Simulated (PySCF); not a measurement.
Problem. What does the GFN2-xTB structure of InChI=1S/C4H12Si/c1-5(2,3)4/h1-4H3 look like in three dimensions?

Solution. 
```xyz
17
C4H12Si angstrom
C     -0.4066   -1.2134   -1.4194
Si    -0.0012   -0.0007   -0.0018
C      0.0081    1.7855   -0.6754
C     -1.3198   -0.1549    1.3703
C      1.7161   -0.4155    0.7216
H     -1.3797   -1.0036   -1.8532
H     -0.4187   -2.2416   -1.0702
H      0.3270   -1.1480   -2.2173
H      0.2425    2.5019    0.1064
H     -0.9581    2.0579   -1.0892
H      0.7465    1.9077   -1.4621
H     -2.3121    0.0753    0.9941
H     -1.3509   -1.1605    1.7791
H     -1.1170    0.5258    2.1917
H      1.7463   -1.4264    1.1171
H      2.4931   -0.3368   -0.0328
H      1.9775    0.2592    1.5312
```

Any rigid rotation of these coordinates is as good. Atoms count from 1 in this order. Si2 (four-coordinate silicon) is tetrahedral (angles from 109.4° to 109.6°). All 4 C–Si bonds measure 1.909 Å.

Bonds between heavy atoms (Å): C1–Si2 1.909, Si2–C3 1.909, Si2–C4 1.909, Si2–C5 1.909.

Computed geometry: GFN2-xTB, gas phase.

Point group: Td (every atom within 0.08 Å of its image). No frequency check.
